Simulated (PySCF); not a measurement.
**SMILES C(/C=N\N=C/C)(C)C, C6H12N2**

Molfile (atoms numbered from 1):
```
C6H12N2
     RDKit          3D

 20 19  0  0  0  0  0  0  0  0999 V2000
    2.8300    0.7881    0.4164 C   0  0  0  0  0  0  0  0  0  0  0  0
    2.4009   -0.5164    1.0134 C   0  0  0  0  0  0  0  0  0  0  0  0
    1.5326   -1.3080    0.5505 N   0  0  0  0  0  0  0  0  0  0  0  0
    0.9342   -1.2988   -0.5916 N   0  0  0  0  0  0  0  0  0  0  0  0
   -0.2296   -0.9104   -0.8902 C   0  0  0  0  0  0  0  0  0  0  0  0
   -1.1814   -0.1485   -0.0080 C   0  0  0  0  0  0  0  0  0  0  0  0
   -1.3562    1.2744   -0.5446 C   0  0  0  0  0  0  0  0  0  0  0  0
   -2.5269   -0.8721    0.0457 C   0  0  0  0  0  0  0  0  0  0  0  0
    3.9100    0.7976    0.2759 H   0  0  0  0  0  0  0  0  0  0  0  0
    2.3446    0.9446   -0.5448 H   0  0  0  0  0  0  0  0  0  0  0  0
    2.5727    1.6092    1.0857 H   0  0  0  0  0  0  0  0  0  0  0  0
    2.8739   -0.8247    1.9364 H   0  0  0  0  0  0  0  0  0  0  0  0
   -0.5658   -1.1516   -1.8904 H   0  0  0  0  0  0  0  0  0  0  0  0
   -0.7558   -0.1012    1.0013 H   0  0  0  0  0  0  0  0  0  0  0  0
   -2.0483    1.8308    0.0839 H   0  0  0  0  0  0  0  0  0  0  0  0
   -0.4038    1.8006   -0.5595 H   0  0  0  0  0  0  0  0  0  0  0  0
   -1.7528    1.2497   -1.5577 H   0  0  0  0  0  0  0  0  0  0  0  0
   -2.9612   -0.9350   -0.9503 H   0  0  0  0  0  0  0  0  0  0  0  0
   -3.2196   -0.3366    0.6915 H   0  0  0  0  0  0  0  0  0  0  0  0
   -2.4027   -1.8810    0.4333 H   0  0  0  0  0  0  0  0  0  0  0  0
  1  2  1  0
  2  3  2  0
  3  4  1  0
  4  5  2  0
  5  6  1  0
  6  7  1  0
  6  8  1  0
  1  9  1  0
  1 10  1  0
  1 11  1  0
  2 12  1  0
  5 13  1  0
  6 14  1  0
  7 15  1  0
  7 16  1  0
  7 17  1  0
  8 18  1  0
  8 19  1  0
  8 20  1  0
M  END
```

Level of theory: GIAO B3LYP/pcSseg-1 magnetisability, rotational g tensor and spin-rotation constants, non-relativistic, gas phase in PySCF. Geometry: GFN2-xTB.

Problem. What are the magnetisability and the molar susceptibility?

Solution. Isotropic -1227 × 10⁻³⁰ J/T², or -73.9 × 10⁻⁶ cm³/mol; principal values -1349, -1267, -1066 × 10⁻³⁰ J/T², anisotropy 252 × 10⁻³⁰ J/T² (root of half the summed squared differences of the principal values). The susceptibility is in cgs units.

Problem. Split it along the inertial axes a, b, c into diamagnetic and paramagnetic parts about the centre of mass, with the quadrupole moment.

Solution. 
```tsv
axis	χ (10⁻⁶ cm³/mol)	diamagnetic (10⁻⁶ cm³/mol)	paramagnetic (10⁻⁶ cm³/mol)	summed x² of all electrons (Å²)	quadrupole Θ (D Å)
a	-70.2	-464.2	394.0	246.1	+6.58
b	-78.9	-1194.5	1115.6	73.9	-5.39
c	-72.6	-1357.7	1285.1	35.5	-1.19
```
Anisotropies 2χaa − χbb − χcc = +11.1 and 2χbb − χaa − χcc = -15.1 × 10⁻⁶ cm³/mol. Θ is traceless in Buckingham's convention.

Problem. And the rotational g tensor?

Solution. 
```
axis  rotational constant (GHz)        g  nuclear part  electronic part
   a                     3.5942  -0.0387        0.6266          -0.6653
   b                     1.1536  -0.0039        0.6008          -0.6046
   c                     1.0035  -0.0075        0.5984          -0.6059
```
Asymmetric top; isotopes 12C, 1H, 14N; no vibrational averaging.
